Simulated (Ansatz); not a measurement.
## Abstraction of Cl: Si(CH3)Cl3 + In(CH3)Cl → Si(CH3)Cl2 + In(CH3)Cl2

Gas-phase species: Si(CH3)Cl3 (methyltrichlorosilane), singlet; In(CH3)Cl, doublet; Si(CH3)Cl2, doublet; In(CH3)Cl2, singlet. A radical takes Cl: the energy is the difference in strength between the Si–Cl bond broken and the In–Cl bond made.

Shapes, held fixed at every level: PBE0-D4/def2-TZVP. Programs: Ansatz 0.2.0. Electronic energies: no zero-point or thermal term.

```json
{"level": "HF/def2-SVP", "kind": "Hartree–Fock", "ΔE (kJ/mol)": "+63.5", "less CCSD(T)/def2-TZVPP": "-17.0"}
{"level": "SPW92/def2-TZVPP", "kind": "LDA", "ΔE (kJ/mol)": "+86.5", "less CCSD(T)/def2-TZVPP": "+6.0"}
{"level": "B3LYP-D4/def2-TZVPP", "kind": "global hybrid", "ΔE (kJ/mol)": "+88.8", "less CCSD(T)/def2-TZVPP": "+8.3"}
{"level": "BHLYP-D4/def2-TZVPP", "kind": "global hybrid", "ΔE (kJ/mol)": "+85.7", "less CCSD(T)/def2-TZVPP": "+5.2"}
{"level": "PBE0-D4/def2-TZVPP", "kind": "global hybrid", "ΔE (kJ/mol)": "+80.9", "less CCSD(T)/def2-TZVPP": "+0.4"}
{"level": "CCSD(T)/def2-SVP", "kind": "coupled cluster or CI", "ΔE (kJ/mol)": "+71.6", "less CCSD(T)/def2-TZVPP": "-8.9"}
{"level": "CCSD/def2-SVP", "kind": "coupled cluster or CI", "ΔE (kJ/mol)": "+70.8", "less CCSD(T)/def2-TZVPP": "-9.7"}
{"level": "CCSD(T)/def2-TZVPP", "kind": "coupled cluster or CI", "ΔE (kJ/mol)": "+80.5", "less CCSD(T)/def2-TZVPP": "0.0"}
```

The highest level, CCSD(T)/def2-TZVPP, gives ΔE = +80.5 kJ/mol; the levels span +63.5 to +88.8. The column of differences is taken from that level and isn't an error. No measured value is set beside it here. Spin contamination: In(CH3)Cl (⟨S²⟩ up to 0.78). Open shells run unrestricted. For atoms past krypton def2 sets carry core potentials with scalar relativity. Outer-core shells of In are correlated, in sets that cover them unevenly.
